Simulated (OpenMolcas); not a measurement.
Ca: effect of the IPEA shift

```
Program             : OpenMolcas 26.06
Basis               : ANO-RCC-VTZP [6s5p2d1f]
Scalar Hamiltonian  : DKH2, point nucleus
Active space        : 2 electrons in 8 orbitals (4s 4p 5s 5p)
State averaging     : 2S+1 = 3 even, 3 roots; 2S+1 = 1 even, 7 roots; 2S+1 = 3 odd, 3 roots; 2S+1 = 1 odd, 3 roots
Spin-orbit coupling : state interaction with AMFI integrals over the reference wave functions, term energies averaged over their components
```

Methods on the same reference wave functions:
A. CASSCF
B. MS-CASPT2, IPEA 0 Eh, imaginary shift 0.1 Eh (closed shells correlated: 3s 3p)
C. MS-CASPT2, IPEA 0.25 Eh, imaginary shift 0.1 Eh (closed shells correlated: 3s 3p)

Energies in cm-1 above 4s2 1S0, the measured ground level; measured values from NIST Handbook of Basic Atomic Spectroscopic Data.

```
      Level      A      B      C  Measured
    4s2 1S0    0.0    0.0    0.0       0.0
4s 4p 3P* 0  14597  14930  15020     15158
4s 4p 3P* 1  14636  14970  15060     15210
4s 4p 3P* 2  14714  15050  15140     15316
4s 4p 1P* 1  30520  26860  27310     23652
```

Deviations, from unrounded energies. A percentage is the sum of absolute deviations over the sum of measured energies, with the sign that they share, or ± where signs differ.

| Against measurement | Levels | A | B | C |
| --- | --- | --- | --- | --- |
| mean absolute deviation (cm-1) | 4 | 2200 | 980 | 1000 |
| other configurations (%) | 4 | ±12.4 | ±5.7 | ±5.9 |

B, C lie about equally close to measurement and A furthest from it. The largest miss of B in the table is 4s 4p 1P* 1, by +3200 cm-1. The ranking rests on the paired levels alone, and a cruder setting can come out closer through cancelling errors.

Between B and C the level of the table that moves most is 4s 4p 1P* 1, by 450 cm-1 (lowest in B, highest in C). Moves below CASPT2's spread within the term are not significant.

The lowest spin-free term lies below A's lowest term by 0.231 hartree in B, 0.230 hartree in C.

Over all roots computed the reference weight is 0.89 to 0.95 in B, 0.89 to 0.95 in C; the roots of lowest weight are the least certain, and an intruder state may touch them. The run also gave levels led by 4s 5s, which use shells meant for correlation; these and all levels above them are left out. Without dynamic correlation excited terms often stand tens of per cent too high (terms of higher spin than the ground term too low), and those without a measured partner can miss by more than the paired ones (holds for A). Computed and measured levels are paired by configuration, term and J; levels that our copy of the source lacks, or whose pairing is in doubt (as where it misses far off the trend of its configuration), stay unpaired and out of the deviations. Levels of configurations outside the active space are missing. The table leaves out levels that lie high or whose names do not pair safely across all columns.

* marks odd parity.
